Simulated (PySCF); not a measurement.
**Electron correlation in N²⁺ (nitrogen, charge +2)**

[He] 2s2 2p1, 2P determinant. Calculation: PySCF 2.14, in aug-cc-pVDZ (4s3p2d, 23 functions); no relativity, point nucleus. Frozen: 1s2; 3 electrons correlated.

```json
{"level": "CCSD", "correlation energy (mhartree)": "-74.67"}
{"level": "(T)", "correlation energy (mhartree)": "-0.56"}
{"level": "CCSD(T)", "correlation energy (mhartree)": "-75.23"}
{"level": "CCSDT", "correlation energy (mhartree)": "-75.41"}
{"level": "FCI", "correlation energy (mhartree)": "-75.41"}
```

Diagnostics: T1 = 0.0067, D1 = 0.0130, largest double amplitude 0.139, weight of the Hartree-Fock determinant in FCI 0.9498 (5082 determinants).

Cost of the coupled-cluster step: about 0.14 core-seconds, for 3 correlated electrons.
